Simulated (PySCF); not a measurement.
# From computed data to an observable: oscillator strength and radiative lifetime

GaCl2I, SMILES [Cl][Ga]([I])[Cl].

Geometry optimised at PBE0-D3(BJ)/def2-SVP. The structure was generated by enumeration; whether it is a known compound was not checked. The def2 effective core potentials stand for the cores of I; spin–orbit coupling is left out.

PySCF with TDA-LC-ωPBE/def2-SVPD puts the first singlet state with f over 0.02 at 7.06 eV (vertical), with the transition dipole (0.000, 0.000, 1.467) in atomic units.

Task: Find the oscillator strength, the wavelength and the radiative lifetime that this transition would have in vacuum if emission retraced absorption.

Result: 
|μ|² = 2.1521 au, so |μ| = 3.73 D. ΔE = 7.06/27.211 = 0.2595 hartree. f = (2/3) ΔE |μ|² = 0.372 (the program prints 0.373).
λ = 1239.84/7.06 = 176 nm; ν = 56943 cm⁻¹.
Einstein's coefficient A = 0.6670 ν² f s⁻¹ (ν in cm⁻¹) = 8.1e8 s⁻¹, so τ = 1/A = 1.2 ns. This state is S8; the lower singlets have f = 0.013, 0.007, 0.000, 0.001, 0.020, 0.000, 0.001. The figure is the radiative limit of this one transition; relaxation, internal conversion, crossing to triplets and a medium change what is measured.
